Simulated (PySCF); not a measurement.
**Checking a proposed structure**

A compound C6H3F3 gives the data below (simulated from a calculation) and was assigned the structure `Fc1cccc(F)c1F`.

$^{13}$C{$^{1}$H} NMR (computed): δ 165.3 (C, dd, J = 315.5, 4.8 Hz), 158.4 (C, ddd, J = 319.5, 11.8, 7.7 Hz), 154.3 (C, dd, J = 312.8, 10.1 Hz), 123.0 (CH, dd, J = 16.8, 6.5 Hz), 115.3 (CH, dd, J = 21.0, 2.6 Hz), 110.6 (CH, dd, J = 24.3, 17.6 Hz).

$^{1}$H NMR (600 MHz, computed): δ 7.20 (m, 1H), 6.96 (m, 1H), 6.88 (m, 1H).

Computed data (PySCF): NMR shieldings at PBE0/pcSseg-1/GIAO, J: B3LYP/pcJ-1 (spin–dipole term only in couplings to heteroatoms), PBE0-D3(BJ)/def2-SVP geometry. Non-relativistic Hamiltonian, a single conformation, in vacuum.

δ = σ(ref) − σ, references computed at the same level: $^{1}$H (31.27 ppm), $^{13}$C (184.41 ppm) against TMS.

Question: Compare with the shifts computed for the proposed structure, pairing carbons in order of shift.

Answer: Mapped SMILES: `[F:1][c:2]1[cH:3][cH:4][cH:5][c:6]([F:7])[c:8]1[F:9]` (H(Xn): hydrogen on atom n).

```csv
atom,computed for proposal,given list,difference
C2,159.9,165.3,-5.4
C6,159.9,158.4,+1.5
C8,147.9,154.3,-6.4
C4,127.6,123.0,+4.6
C3,117.3,115.3,+2.0
C5,117.3,110.6,+6.7
```

The rms difference is 4.9 ppm and the largest +6.7 ppm at C5 (aromatic CH). The proposal also would give 4 carbon signals, not 6. The proposal doesn't fit.

Question: Which isomer fits?

Answer: 1,2,4-trifluorobenzene (F-1).

Carbon types of the structure: 3 × C, 3 × CH, which accounts for all hydrogens. δC 165.3, 158.4, 154.3: aromatic carbon bearing fluorine; the electronegative substituent deshields the carbon that carries it. δC 123.0, 115.3, 110.6: aromatic CH. δH 7.20, 6.96, 6.88: hydrogen on an aromatic CH; it sits in the deshielding region of the aromatic ring current.

Other isomers checked: Fc1cc(F)cc(F)c1 (rms 13.1 ppm).

The shifts were computed for this structure.

C–F couplings over four or more bonds (about 3 Hz to the para carbon of a fluoroarene) are left out. Common functionals overestimate the size of one-bond C–F couplings by tens of Hz; these are unscaled. Multiplet labels drop couplings under 1 Hz and merge nearly equal ones. Unscaled 3J(H,H) at this level run about 10 % above measured values. Shifts are as computed. Against solution values, carbons near 30 ppm lie about +2 ppm off and those near 130 ppm about +5 ppm. Of 1211 compounds with measured shifts, 218 miss one by over three times the rms of a fit or turn the order of signals round; such compounds aren't used in these exercises.
